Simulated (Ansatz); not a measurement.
`C/[C]([GeH3])=[N]\[Ga]([CH3])[CH3]`. The species carries charge 0 and has multiplicity 1. Correlated methods include outer-core shells of Ga, Ge, which these sets cover unevenly. Scalar relativity is left out up to krypton.

Z-matrix (Å, degrees):
```
C
C 1 1.505
H 1 1.095 2 110.3
H 1 1.092 2 110.6 3 -121.2
H 1 1.095 2 110.3 3 117.7
Ge 2 1.997 1 116.3 3 -58.7
N 2 1.246 1 125.2 3 121.3
H 6 1.543 2 110.6 1 60.3
H 6 1.543 2 110.7 1 -58.5
H 6 1.533 2 108.6 1 -179.2
Ga 7 1.826 2 155.5 1 -0.2
C 11 1.964 7 115.7 2 94.0
C 11 1.964 7 115.7 2 -93.7
H 12 1.093 11 110.8 7 119.2
H 12 1.093 11 110.4 7 -122.2
H 12 1.090 11 111.0 7 -1.8
H 13 1.093 11 110.3 7 121.0
H 13 1.090 11 111.0 7 0.7
H 13 1.093 11 110.8 7 -120.3
```

Question: Give the diagnostics of a CCSD(T)/def2-TZVPP run (frozen core, Ansatz 0.2.0). (An estimate is asked.)

Answer: Computed: T1 = 0.0136, largest single amplitude 0.040, largest double 0.039, (T) share of the correlation energy 4.1 %, 10 CCSD cycles. The RHF solution is stable towards an unrestricted one. T1 lies under the customary mark of 0.02 for closed shells.
